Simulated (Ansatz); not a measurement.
Reaction (redistribution): `N[SiH2]N[SiH](N)Cl` + `CC(F)[SiH3]` → `CC(F)[SiH2]N` + `N[SiH](Cl)N[SiH3]`

Calculated with Ansatz (gas phase, PBE0-D4/def2-TZVP geometries, no zero-point term in ΔE). CBS: MP2 limit from def2 TZ/QZ plus the TZ coupled-cluster correction, frozen cores. DFT in def2-TZVPP. B3LYP here is the variant with VWN-RPA as its local correlation; programs differ in this. Each species was taken in one conformer, which may not be the lowest.

| level | ΔE (kJ/mol) | difference from CCSD(T)/CBS |
| --- | --- | --- |
| PBE-D4 | 22.1 | 3.7 |
| ωB97X-V | 18.3 | -0.1 |
| ωB97M-V | 19.1 | 0.7 |
| B2PLYP | 18.5 | 0.1 |
| PBE | 20.5 | 2.1 |
| PBE0 | 19.5 | 1.1 |
| B3LYP | 18.1 | -0.3 |
| HF/def2-TZVPP | 13.9 | -4.5 |
| MP2/def2-TZVPP | 18.9 | 0.5 |
| CCSD(T)/def2-TZVPP | 19.6 | 1.2 |
| HF/def2-QZVPP | 13.5 | -4.9 |
| MP2/def2-QZVPP | 18.1 | -0.3 |
| SCS-MP2/def2-QZVPP | 16.6 | -1.8 |
| HF/CBS(def2) | 13.4 | -5.0 |
| MP2/CBS(def2) | 17.7 | -0.7 |
| CCSD/CBS(def2) | 17.2 | -1.2 |
| CCSD(T)/CBS | 18.4 | 0 |

Largest T1 diagnostic among the species: 0.011.

In def2-TZVPP, CCSD(T) changes the Hartree–Fock value by +5.6 kJ/mol (the triples alone add +1.2 kJ/mol) and MP2 by +5.0 kJ/mol.
